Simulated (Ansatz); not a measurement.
Reactions of `N[Si](N)(O)[SiH3]`.

Gas-phase electronic energies from Ansatz, PBE0-D4/def2-TZVP geometries. CBS: MP2 limit from def2 TZ/QZ plus the TZ coupled-cluster correction, frozen cores. This one scheme is used for every species. For Ga, Se outer-core shells are correlated without core-valence functions, which leaves a few kJ/mol of doubt a bond. Scalar relativity is left out up to krypton. Each species was taken in one conformer, which may not be the lowest.

Problem. Order these by ΔE at CCSD(T)/CBS, lowest first. (An estimate is asked.)
A. `N[Si](N)(O)[SiH3]` + `CSS` → `CSS[SiH3]` + `N[SiH](N)O`
B. `N[Si](N)(O)[SiH3]` + H–F → `N[Si](N)(F)[SiH3]` + H₂O
C. `N[Si](N)(O)[SiH3]` + HCl → `N[Si](N)(O)Cl` + SiH₄
D. `N[Si](N)(O)[SiH3]` + `[OH][Ga]([F])[F]` → `[F][Ga]([F])[O][SiH3]` + `N[SiH](N)O`
E. `N[Si](N)(O)[SiH3]` + `O[SiH2][SeH]` → `O[SiH2][Se][SiH3]` + `N[SiH](N)O`

Solution. C (-30.6 kcal/mol), D (-25.2 kcal/mol), E (-18.5 kcal/mol), A (-16.4 kcal/mol), B (-11.2 kcal/mol).

Largest T1 diagnostic: 0.015, for `[OH][Ga]([F])[F]`.
